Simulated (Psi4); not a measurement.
A dimer, CHF3 ··· H6Si2 (SMILES FC(F)F and [SiH3][SiH3]); the first 5 atoms form monomer A.

```
13

F     -0.9127    -0.7869    -0.5376
C      0.0031     0.0520    -0.0345
F      1.1891    -0.5721    -0.0206
F     -0.3373     0.3466     1.2278
H      0.0577     0.9603    -0.6351
Si     2.6864    -0.3553     3.4338
Si     1.3029    -2.2198     3.1091
H      2.4741     0.6376     2.3525
H      4.1119    -0.7652     3.4277
H      2.3842     0.2892     4.7351
H     -0.1231    -1.8122     3.1306
H      1.5264    -3.2193     4.1819
H      1.5945    -2.8553     1.8010
```

**Question.** What interaction energy does Psi4 with SAPT0/jun-cc-pVDZ, frozen core give, and which attractive term is the largest?

**Answer.** Total -0.18 kJ/mol: electrostatics -4.69, exchange 11.36, induction -0.78, dispersion -6.08. The most attractive term is dispersion.
